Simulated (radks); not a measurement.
The table gives one normalised radial function P(r) = r R(r) (large component) of Mg5+ in [He] 2s2 2p3 (r in bohr). All-electron calculation, Dirac Kohn-Sham, BLYP, spin-unpolarised, spherical densities, finite nucleus; open shells fill j = l - 1/2 first; Fermi nuclear charge, rms radius 3.057 fm. Program: a radial shooting solver on a logarithmic mesh with Libxc functionals.

| r | P |
|---|---|
| 0.004173 | 0.3230 |
| 0.005263 | 0.4017 |
| 0.006584 | 0.4942 |
| 0.008303 | 0.6099 |
| 0.01047 | 0.7488 |
| 0.0131 | 0.9069 |
| 0.01652 | 1.0967 |
| 0.02083 | 1.3122 |
| 0.02607 | 1.5408 |
| 0.03287 | 1.7899 |
| 0.04146 | 2.0361 |
| 0.05186 | 2.2494 |
| 0.06541 | 2.4151 |
| 0.08249 | 2.4894 |
| 0.1032 | 2.4427 |
| 0.1301 | 2.2511 |
| 0.1641 | 1.9176 |
| 0.2053 | 1.4970 |
| 0.259 | 1.0281 |
| 0.3266 | 0.6075 |
| 0.4086 | 0.3062 |
| 0.5152 | 0.1197 |
| 0.6498 | 0.0350 |
| 0.8129 | 0.0076 |
| 1.025 | 0.0010 |
| 1.293 | 0.0001 |
| 1.617 | 0.0000 |
| 2.04 | 0.0000 |
| 2.572 | 0.0000 |
| 3.218 | 0.0000 |
| 4.059 | 0.0000 |
| 5.119 | 0.0000 |

Which n and l does it have? It may be an empty orbital.

Answer. n = 1, l = 0: the number of nodes gives n - l - 1 = 0, the rise at small r points to l (this Dirac orbital starts outside the nucleus as r^gamma with gamma = sqrt((l + 1)^2 - (Z/c)^2) = 1.00; the j = 1/2 orbital of l + 1 starts with the same power, but with a smaller coefficient, and then steepens), and the extent must fit the shell. The curve is that of 1s1/2. 1s1/2: eigenvalue -1406.8 eV, 0 radial nodes, <r> = 0.130 bohr, 90 % of the charge inside 0.233 bohr.
